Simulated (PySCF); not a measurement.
# Building multiplets from coupling constants

Geometry:
```csv
atom,x (Å),y (Å),z (Å)
C1,2.271,-0.565,0.110
C2,0.915,-0.077,0.110
C3,-0.207,0.344,0.140
C4,-1.582,0.821,0.098
F5,-1.927,1.241,-1.176
C6,-2.465,-0.259,0.522
N7,-3.133,-1.119,0.863
H8,2.390,-1.319,-0.667
H9,2.962,0.256,-0.079
H10,2.502,-1.011,1.077
H11,-1.720,1.691,0.761
```

Computed data (PySCF 2.14.0 with density-fitted response routines): B3LYP/pcJ-1 coupling constants (spin–dipole term only in couplings to heteroatoms), GIAO PBE0/pcSseg-1 shieldings, structure optimised with GFN2-xTB. Isolated molecule, non-relativistic Hamiltonian, single conformer, averaged over atoms made equivalent by symmetry, fast rotation or ring inversion.

Scale: 1H, 13C against TMS; 19F against CFCl3 (reference shieldings calculated alike).

Spectrometer: 800 MHz for 1H. First-order analysis; couplings under 1 Hz (under 4 Hz in carbon signals) are ignored, and nearly equal couplings are merged; the smaller ones broaden or split the lines further.

Question: What pattern does H11 show (1H)?

Answer: A doublet of quartets at δ 5.72: 54.0 Hz to F5 (1 × 19F, 2 bonds away), 3.2 Hz to H8/H9/H10 (3 × 1H, 5 bonds away). Lines in Hz from the centre (relative intensity): +31.8 (1), +28.6 (3), +25.4 (3), +22.2 (1), -22.2 (1), -25.4 (3), -28.6 (3), -31.8 (1). The outer lines are 63.6 Hz apart, the sum of the couplings kept, or 0.080 ppm at this field.

Question: What pattern does H8/H9/H10 show (1H)?

Answer: A doublet of doublets at δ 2.20: 9.3 Hz to F5 (1 × 19F, 5 bonds away), 3.2 Hz to H11 (1 × 1H, 5 bonds away). Lines in Hz from the centre (relative intensity): +6.2 (1), +3.0 (1), -3.0 (1), -6.2 (1). The outer lines are 12.5 Hz apart, the sum of the couplings kept, or 0.016 ppm at this field.

Question: What pattern does C3 show in the proton-coupled 13C spectrum?

Answer: A doublet of doublets of quartets at δ 76.5: 24.2 Hz to F5 (1 × 19F, 2 bonds away), 10.5 Hz to H11 (1 × 1H, 2 bonds away), 5.3 Hz to H8/H9/H10 (3 × 1H, 3 bonds away). Lines in Hz from the centre (relative intensity): +25.3 (1), +20.0 (3), +14.8 (1), +14.7 (3), +9.5 (3), +9.4 (1), +4.2 (3), +1.1 (1), -1.1 (1), -4.2 (3), -9.4 (1), -9.5 (3), -14.7 (3), -14.8 (1), -20.0 (3), -25.3 (1). The outer lines are 50.6 Hz apart, the sum of the couplings kept, or 0.252 ppm at this field.

Question: What pattern does F5 show (19F)?

Answer: A doublet of quartets at δ -202.6: 54.0 Hz to H11 (1 × 1H, 2 bonds away), 9.3 Hz to H8/H9/H10 (3 × 1H, 5 bonds away). Lines in Hz from the centre (relative intensity): +41.0 (1), +31.6 (3), +22.4 (3), +13.1 (1), -13.1 (1), -22.4 (3), -31.6 (3), -41.0 (1). The outer lines are 81.9 Hz apart, the sum of the couplings kept, or 0.109 ppm at this field.
